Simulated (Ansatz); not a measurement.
# C2H4O2Si (SMILES C=C1O[SiH2]O1): methods side by side

C2H4O2Si: 9 atoms, total charge 0, spin state singlet. SMILES: `C=C1O[SiH2]O1`. The shape was relaxed beforehand at r2SCAN/def2-SVP.

```xyz
9

C     0.5321    1.3711   -1.1400
C     0.1584    0.3861   -0.3255
O    -0.5872    0.4829    0.8391
Si   -0.4469   -1.2087    0.9933
O     0.4267   -0.9680   -0.4501
H     0.2435    2.3957   -0.9095
H     1.1216    1.1393   -2.0260
H    -1.7131   -1.9673    0.8513
H     0.3534   -1.6774    2.1503
```

Each level gives the adiabatic electron affinity (to the doublet anion, shapes relaxed at r2SCAN/def2-SVP, no zero-point term) (eV). The values are calculated.

The electron affinity is E(neutral) − E(anion): positive where the electron is bound.

```csv
level,kind,program,value (eV),CPU time (all runs)
HF/def2-SVP,Hartree–Fock,Ansatz,-0.57,4.4 s
PBE/def2-SVP,GGA,Ansatz,0.17,6 s
r2SCAN/def2-SVP,meta-GGA,Ansatz,0.21,12 s
B3LYP/def2-SVP,global hybrid,Ansatz,0.07,7.8 s
PBE0-D4/def2-SVP,global hybrid,Ansatz,0.15,7.9 s
MP2/def2-SVP,perturbation theory,Ansatz,-0.35,6.6 s
```

Sets without diffuse functions describe the anion poorly, and affinities from them come out too low, at high levels too. The values span -0.57 to 0.21 eV. The levels disagree on the sign; a negative value means an electron held by the basis alone. In so small a basis fixed costs decide the times, and correlated methods can beat functionals. Times are those of the runs behind each value, whatever else they computed, on shared processors of several kinds: orders of magnitude only.
